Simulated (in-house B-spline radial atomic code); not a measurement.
## wB97X excitations of Zn

Method: wB97X. Computed with an all-electron radial atomic-structure program (B-spline basis): linear response of the closed shell [Ar] 3d10 4s2 with the functional's adiabatic kernel; non-relativistic, point nucleus, no spin-orbit coupling, no double excitations, S, P, D and F terms only; shells from n = 2 respond. Only terms of natural parity with L up to 3 were computed.

Without relativity these are model numbers for so heavy an element.

Command:
```bash
python run_td.py task.json out
```
Settings (radii: box in bohr, nucleus in fm):
```
Z                        30
electrons                30
configuration            [Ar] 3d10 4s2
hamiltonian              nr
method                   wb97x
box_radius               75
intervals                59
```

Cost of the run: 2.6 s on 1 thread of Intel(R) Xeon(R) Platinum 8259CL CPU @ 2.50GHz (Skylake/Cascade Lake), with other jobs on the host.

The lowest states, in the order of their Tamm-Dancoff energies; the method's threshold (minus the highest occupied level) is 8.804 eV. Labels give the largest channel, * marks a mixed state, and oscillator strengths are full-response dipole values. Measured ¹D terms are left out, since they can mix with doubly excited terms. Semilocal kernels can invert the small singlet-triplet splittings of Rydberg terms. Energies in eV:

| state | full response | Tamm-Dancoff | oscillator strength | measured (J-weighted term) |
| --- | --- | --- | --- | --- |
| 4s → 4p 3P | 4.318 | 4.365 | - | 4.054 |
| 4s → 4p 1P | 5.441 | 5.641 | 1.4 | 5.796 |
| 4s → 5s 3S | 6.272 | 6.287 | - | 6.654 |
| 4s → 5s 1S | ? | ? | - | ? |
| 4s → 5p 3P | 7.041 | 7.050 | - | - |
| 4s → 4d 3D | 7.293 | 7.301 | - | 7.783 |
| 4s → 5p 1P | 7.368 | 7.395 | 0.0508 | - |
| 4s → 4d 1D | 7.431 | 7.435 | - | - |
| 4s → 6s 3S | ? | ? | - | - |
| 4s → 6s 1S | 7.668 | 7.674 | - | - |
| 4s → 6p 3P | 7.874 | 7.876 | - | - |
| 4s → 4f 3F | 7.939 | 7.940 | - | - |
| 4s → 5d 3D | 7.973 | 7.975 | - | 8.503 |
| 4s → 5d 1D | 7.975 | 7.977 | - | - |
| 4s → 6p 1P | 7.978 | 7.990 | 0.0137 | - |
| 4s → 4f 1F | 7.992 | 7.992 | - | - |

(1) Where does 4s → 6s 3S lie?

(2) Where does 4s → 5s 1S lie?

(3) How large is the singlet-triplet splitting of 4s → 4p (P terms) in Tamm-Dancoff?

(4) What polarisabilities and dispersion coefficient does the method give?

Results:

(1) At 7.606 eV in full response, 7.608 eV in Tamm-Dancoff.

(2) At 6.686 eV in full response, 6.700 eV in Tamm-Dancoff; measured 6.917 eV.

(3) 1.28 eV, from the unrounded values.

(4) Dipole 41.85 bohr³, quadrupole 329.1 bohr⁵, C6 310 hartree·bohr⁶ for two such species. Recommended dipole value: 38.67 ± 0.3 bohr³ (Schwerdtfeger and Nagle, table of static dipole polarizabilities (2023 update)), which includes relativity and correlation.
